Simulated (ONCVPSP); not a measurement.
Transferability test, ONCV potential for ruthenium (Ru)

ONCVPSP 4.0.1 input, shortened (lines: element, Z, core and valence counts, functional; n l f; lmax; l rc ep ncon nbas qcut; lloc lpopt rc5 dvloc0; l nproj debl; icmod fcfact rcfact), PBEsol, scalar-relativistic:

```
  Ru 44.00    6    3  -116133      upf
    1    0    2.00
    2    0    2.00
    2    1    6.00
    3    0    2.00
    3    1    6.00
    3    2   10.00
    4    0    2.00
    4    1    6.00
    4    2    5.00
    2
    0    1.65    0.00    4    7    6.20
    1    1.60    0.00    4    7    9.80
    2    2.00    0.00    4    9    8.50
    4    4    1.05    0.00
    0    3    0.90
    1    1    2.40
    2    2    2.10
    3    4.75    1.00
```

In the s channel the program set the typed energies aside and used -4.079, 0.050, 0.950 Ha.

Energies are relative to the spin-unpolarised reference configuration 4s2 4p6 4d5; without spin polarisation the order of configurations can differ from experiment.

| valence configuration | charge | ΔE all-electron (eV) | error AE − PS (meV) |
| --- | --- | --- | --- |
| 4s2 4p6 4d7 | +1 | -48.794 | +18 |
| 4s2 4p6 4d6 | +2 | -30.610 | +9.0 |

Problem. What are ΔE and the potential's error for 4s2 4p6 4d6 5s2?

Solution. ΔE = -54.419 eV all-electron; the error (AE − PS) is +5.0 meV.

Problem. What are ΔE and the potential's error for 4s2 4p6 4d7 5s1?

Solution. ΔE = -56.094 eV all-electron; the error (AE − PS) is +15 meV.
